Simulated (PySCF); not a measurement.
Compound: CH6F2SeSi2.
SMILES with atom numbers: `[F:1][CH:2]([F:3])[SiH2:4][Se:5][SiH3:6]` (hydrogens: H7 on C2; H8, H9 on Si4; H10, H11, H12 on Si6)

Computed with PySCF at CAM-B3LYP/def2-SVPD, non-relativistic, on one gas-phase PBE0-D3(BJ)/def2-SVP geometry that isn't relaxed in the solvent. The solvent is an IEF-PCM continuum (cavity from Bondi-type radii × 1.2), and excitations are vertical TDDFT with non-equilibrium linear response and a frozen core. The model holds no explicit solvent molecules, cavitation or dispersion. Spin–orbit coupling is left out although an atom past zinc is present.

Gas-phase singlets (H = HOMO, L = LUMO):

```csv
state,E (eV),λ (nm),f,leading configuration
S1,5.590,222,0.026,H→L 96%
S2,5.609,221,0.001,H→L+1 89%
S3,6.370,195,0.005,H→L+2 59%
S4,6.753,184,0.024,H→L+3 43%
S5,7.044,176,0.015,H→L+4 36%
```

Q: What are the lowest 5 singlets in dimethylsulfoxide (ε = 46.83)?

A: 
```csv
state,E (eV),λ (nm),f,leading configuration,change by rank (eV)
S1,5.645,220,0.037,H→L 87%,+0.055
S2,5.666,219,0.004,H→L+1 81%,+0.057
S3,6.441,192,0.006,H→L+2 62%,+0.071
S4,6.826,182,0.036,H→L+3 52%,+0.073
S5,7.092,175,0.038,H→L+4 29%,+0.048
```

Q: The ground-state energy changes by -0.133 eV from gas to dimethylsulfoxide. By how much does the total energy of gas-phase S1 change?

A: E(S1) = E(S0) + excitation energy, so it changes by -0.133 + 0.055 = -0.078 eV: it is lowered less than the ground state, which is what a blue shift means. This is the vertical state, with the slow part of the continuum still set for S0.

Q: How do the frontier levels move from gas to dimethylsulfoxide?

A: 
```json
{"orbital": "LUMO+2", "gas (eV)": "0.94", "solvent (eV)": "1.11", "change (eV)": "+0.17"}
{"orbital": "LUMO+1", "gas (eV)": "0.55", "solvent (eV)": "0.72", "change (eV)": "+0.17"}
{"orbital": "LUMO", "gas (eV)": "0.28", "solvent (eV)": "0.44", "change (eV)": "+0.16"}
{"orbital": "HOMO", "gas (eV)": "-8.53", "solvent (eV)": "-8.43", "change (eV)": "+0.10"}
{"orbital": "HOMO-1", "gas (eV)": "-9.99", "solvent (eV)": "-9.87", "change (eV)": "+0.12"}
{"orbital": "HOMO-2", "gas (eV)": "-10.69", "solvent (eV)": "-10.52", "change (eV)": "+0.17"}
{"orbital": "HOMO-3", "gas (eV)": "-10.78", "solvent (eV)": "-10.59", "change (eV)": "+0.19"}
```

The HOMO–LUMO gap goes from 8.81 to 8.87 eV. Rows go by rank; for HOMO-3 and HOMO-2 the atom shares or the degeneracy differ between the runs, so the row needn't follow one orbital.

Conformer computed: `[F:1][CH:2]([F:3])[SiH2:4][Se:5][SiH3:6]`: F1–C2–Si4–Se5 64°, C2–Si4–Se5–Si6 -63°.
